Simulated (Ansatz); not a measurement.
# Which is lower?

Two relaxed structures of B2SiH5F, closed shell (PBE0-D4/def2-TZVP; forces vanish, vibrations not checked).

A:

```
9
angstrom
B -0.2863 1.1141 -1.4627
B -0.1842 -0.9797 1.2494
F 1.9762 1.0134 0.4825
Si 0.4823 0.4837 0.2687
H -1.0747 0.4173 -2.0244
H -0.0637 2.2063 -1.8870
H 0.5812 -1.2032 0.1291
H -1.2741 -1.3230 0.8963
H 0.3743 -1.4281 2.2011
```

B:

```json
{"atom": "B1", "x (Å)": "0.0927", "y (Å)": "0.9757", "z (Å)": "-0.2984"}
{"atom": "B2", "x (Å)": "1.6113", "y (Å)": "0.6399", "z (Å)": "-0.4114"}
{"atom": "F3", "x (Å)": "2.8078", "y (Å)": "0.2400", "z (Å)": "-0.4148"}
{"atom": "Si4", "x (Å)": "-0.3945", "y (Å)": "-0.6363", "z (Å)": "0.8662"}
{"atom": "H5", "x (Å)": "-0.1064", "y (Å)": "1.9704", "z (Å)": "0.3512"}
{"atom": "H6", "x (Å)": "-0.4747", "y (Å)": "0.8470", "z (Å)": "-1.3535"}
{"atom": "H7", "x (Å)": "-0.1008", "y (Å)": "-1.9467", "z (Å)": "0.2158"}
{"atom": "H8", "x (Å)": "-1.8569", "y (Å)": "-0.5835", "z (Å)": "1.1361"}
{"atom": "H9", "x (Å)": "0.3096", "y (Å)": "-0.6498", "z (Å)": "2.1814"}
```

Ansatz 0.2.0; basis: def2-TZVPP; cores frozen in the correlated methods. B3LYP uses VWN-RPA correlation.

Question: Which structure is lower at CCSD(T), and by how much? (Judge from chemistry; the value comes from the calculation.)

Answer: By the calculation: B, by 50.3 kJ/mol (electronic energy, against the other). By their contacts, A is B₂SiH₅F ([BH2][Si]1([F])[H][BH2]1) and B is B₂SiH₅F ([F][B][BH2][SiH3]).

All methods give the same order:

```csv
method,E(B) − E(A) (kJ/mol)
PBE-D4,-60.3
r2SCAN-D4,-58.6
PBE0-D4,-56.6
B3LYP-D4,-50.6
wB97M-V,-55.3
HF,-38.1
MP2,-53.6
CCSD,-46.4
CCSD(T),-50.3
```

The T1 diagnostic stays at or below 0.016.

Labels in which every atom is bracketed show which atoms are joined, not bond orders.

For scale, one of the runs: CCSD(T)/def2-TZVPP, 205 basis functions, launched by `ansatz run in.yaml --threads 2 --pin off --events-out ev --progress --plain --max-ram 4352MiB`. The run took 68 s on 2 CPU threads of an Arm Neoverse V1 (shared host), with 2.6 GiB of host memory at its peak.
